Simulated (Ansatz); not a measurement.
Cost and result for the atomization energy of CH8BNSi (`CNB[SiH3]`) (12 atoms, 11 bonds).

| atom | x (Å) | y (Å) | z (Å) |
| --- | --- | --- | --- |
| C1 | -1.5984 | 0.6047 | -1.2767 |
| N2 | -0.4505 | -0.0142 | -0.6508 |
| B3 | 0.0903 | 0.2927 | 0.5853 |
| Si4 | 1.7026 | -0.7021 | 1.2691 |
| H5 | -1.3295 | 1.0687 | -2.2304 |
| H6 | -1.9894 | 1.3764 | -0.6147 |
| H7 | -2.3908 | -0.1257 | -1.4651 |
| H8 | -0.0308 | -0.7422 | -1.2101 |
| H9 | -0.4385 | 1.1650 | 1.2193 |
| H10 | 2.8492 | 0.2163 | 1.5277 |
| H11 | 1.4135 | -1.4054 | 2.5524 |
| H12 | 2.1722 | -1.7341 | 0.2940 |

The species carries charge 0 and has multiplicity 1. The geometry is a stationary point of PBE0-D4/def2-TZVP. It is one conformer, not always the lowest. Program: Ansatz. All runs use 2 threads of an Arm Neoverse V1 on a shared host. Times are those of one run each, without the atoms' runs, and a repeat can differ threefold. Electronic energies, without spin–orbit coupling; frozen cores. CCSD(T)/CBS adds CCSD(T) − MP2 in def2-TZVPP to the MP2 limit, and its time is that of the two runs behind it. T1 = 0.014. HSE06 is the plane-wave form, built on full-range PBE exchange.

CCSD(T)/CBS is a level of theory with its own doubt, some kJ/mol a heavy atom from the limit and from the frozen cores, so smaller differences don't rank the functionals.

```tsv
level	functions	wall time
LDA (SPW92)/def2-TZVPP	247	2 s
PBE0-D4/def2-TZVPP	247	4.3 s
HSE06-D4/def2-TZVPP	247	4.8 s
CAM-B3LYP-D4/def2-TZVPP	247	4.9 s
CCSD(T)/def2-SVP	100	5.5 s
r2SCAN-D4/def2-TZVPP (with forces)	247	7 s
r2SCANh-D4/def2-TZVPP	247	7.5 s
B2PLYP/def2-TZVPP	247	8 s
B97M-V/def2-TZVPP	247	15 s
ωB97M-V/def2-TZVPP (with forces)	247	18 s
MP2/def2-QZVPP	481	46 s
CCSD(T)/def2-TZVPP	247	9.9 min
CCSD(T)/CBS(def2)	–	11 min
```

Task: What atomization energy does each give, and how far from CCSD(T)/CBS? (Estimate.)

Result: Computed: 
```json
{"level": "LDA (SPW92)/def2-TZVPP", "atomization (kJ/mol)": "4694.3", "difference from CCSD(T)/CBS": "529.9", "per bond": "48.2"}
{"level": "PBE0-D4/def2-TZVPP", "atomization (kJ/mol)": "4173.6", "difference from CCSD(T)/CBS": "9.2", "per bond": "0.8"}
{"level": "HSE06-D4/def2-TZVPP", "atomization (kJ/mol)": "4176.0", "difference from CCSD(T)/CBS": "11.6", "per bond": "1.1"}
{"level": "CAM-B3LYP-D4/def2-TZVPP", "atomization (kJ/mol)": "4211.0", "difference from CCSD(T)/CBS": "46.6", "per bond": "4.2"}
{"level": "CCSD(T)/def2-SVP", "atomization (kJ/mol)": "3962.7", "difference from CCSD(T)/CBS": "-201.7", "per bond": "-18.3"}
{"level": "r2SCAN-D4/def2-TZVPP (with forces)", "atomization (kJ/mol)": "4175.5", "difference from CCSD(T)/CBS": "11.1", "per bond": "1.0"}
{"level": "r2SCANh-D4/def2-TZVPP", "atomization (kJ/mol)": "4159.0", "difference from CCSD(T)/CBS": "-5.4", "per bond": "-0.5"}
{"level": "B2PLYP/def2-TZVPP", "atomization (kJ/mol)": "4138.9", "difference from CCSD(T)/CBS": "-25.5", "per bond": "-2.3"}
{"level": "B97M-V/def2-TZVPP", "atomization (kJ/mol)": "4188.2", "difference from CCSD(T)/CBS": "23.8", "per bond": "2.2"}
{"level": "ωB97M-V/def2-TZVPP (with forces)", "atomization (kJ/mol)": "4188.6", "difference from CCSD(T)/CBS": "24.2", "per bond": "2.2"}
{"level": "MP2/def2-QZVPP", "atomization (kJ/mol)": "4134.8", "difference from CCSD(T)/CBS": "-29.6", "per bond": "-2.7"}
{"level": "CCSD(T)/def2-TZVPP", "atomization (kJ/mol)": "4066.5", "difference from CCSD(T)/CBS": "-97.9", "per bond": "-8.9"}
{"level": "CCSD(T)/CBS(def2)", "atomization (kJ/mol)": "4164.4", "difference from CCSD(T)/CBS": "0.0", "per bond": "0.0"}
```

Leaving LDA and LC-ωPBE aside and taking each functional with its dispersion term where it has one, the values, not all of them listed here, spread over 106.8 kJ/mol, from BHLYP-D4 to PBE-D4. LDA lies +494.8 kJ/mol from PBE without D4, its usual overbinding. From r2SCAN to r2SCAN0 (25 % exact exchange), in def2-TZVPP and without D4, the atomization energy moves by −40.5 kJ/mol: exact exchange takes away binding that semilocal exchange gives to molecules. At CCSD(T), def2-SVP lies −201.8 kJ/mol from the extrapolated value and def2-TZVPP −98.0 kJ/mol: correlation converges slowly with the basis, and small sets miss more of it in the bonded molecule than in its fragments.
